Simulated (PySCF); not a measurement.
Isomers of CH8O3Si3.

All values: PBE0/pcSseg-1 (PySCF) at GFN2-xTB geometries, gas phase, one conformer each.

(1) Rank by HOMO–LUMO gap, lowest first.
A. `C[SiH]1O[SiH2]O[SiH2]O1`
B. `[SiH3:1][O:2][Si@@H:3]1[O:4][CH2:5][SiH2:6][O:7]1` with Si1–O2–Si3–O4 59°
C. `[CH3:1][O:2][SiH:3]1[O:4][SiH2:5][SiH2:6][O:7]1` with C1–O2–Si3–O4 180°
D. `[SiH3:1][O:2][CH:3]1[O:4][SiH2:5][SiH2:6][O:7]1` with Si1–O2–C3–O4 47°, O2–C3–O4–Si5 86°, C3–O4–Si5–Si6 19°, O4–Si5–Si6–O7 1°, Si5–Si6–O7–C3 -21°

(2) Rank by LUMO energy, highest first.
A. `[CH3:1][O:2][SiH:3]1[O:4][SiH2:5][SiH2:6][O:7]1` with C1–O2–Si3–O4 180°
B. `C[SiH]1O[SiH2]O[SiH2]O1`
C. `[SiH3:1][O:2][Si@@H:3]1[O:4][CH2:5][SiH2:6][O:7]1` with Si1–O2–Si3–O4 59°

(3) Rank by the highest IAO charge on any atom, highest value first.
A. `[SiH3:1][O:2][CH:3]1[O:4][SiH2:5][SiH2:6][O:7]1` with Si1–O2–C3–O4 47°, O2–C3–O4–Si5 86°, C3–O4–Si5–Si6 19°, O4–Si5–Si6–O7 1°, Si5–Si6–O7–C3 -21°
B. `C[SiH]1O[SiH2]O[SiH2]O1`
C. `[SiH3:1][O:2][Si@@H:3]1[O:4][CH2:5][SiH2:6][O:7]1` with Si1–O2–Si3–O4 59°

## Answers

(1) C (7.43 eV), D (7.69 eV), B (8.19 eV), A (9.01 eV).

(2) B (0.80 eV), C (-0.06 eV), A (-0.76 eV).

(3) C (+1.479 e), B (+1.333 e), A (+0.862 e).

All values together:

```
                   SMILES  μ (D)  HOMO (eV)  LUMO (eV)  lowest IAO charge (e)  highest IAO charge (e)  lowest Hirshfeld charge (e)  highest Hirshfeld charge (e)
[SiH3]O[Si@@H]1OC[SiH2]O1   1.89      -8.26      -0.06             -0.894 (O)             +1.479 (Si)                   -0.320 (O)                   +0.508 (Si)
  C[SiH]1O[SiH2]O[SiH2]O1   0.63      -8.21       0.80             -0.895 (O)             +1.333 (Si)                   -0.312 (O)                   +0.484 (Si)
  CO[SiH]1O[SiH2][SiH2]O1   1.23      -8.19      -0.76             -0.894 (O)             +1.480 (Si)                   -0.318 (O)                   +0.493 (Si)
 [SiH3]OC1O[SiH2][SiH2]O1   1.94      -8.40      -0.71             -0.644 (O)             +0.862 (Si)                   -0.228 (O)                   +0.377 (Si)
```

Conformers: `[SiH3:1][O:2][Si@@H:3]1[O:4][CH2:5][SiH2:6][O:7]1` with Si1–O2–Si3–O4 59°; `[CH3:1][O:2][SiH:3]1[O:4][SiH2:5][SiH2:6][O:7]1` with C1–O2–Si3–O4 180°; `[SiH3:1][O:2][CH:3]1[O:4][SiH2:5][SiH2:6][O:7]1` with Si1–O2–C3–O4 47°, O2–C3–O4–Si5 86°, C3–O4–Si5–Si6 19°, O4–Si5–Si6–O7 1°, Si5–Si6–O7–C3 -21°.
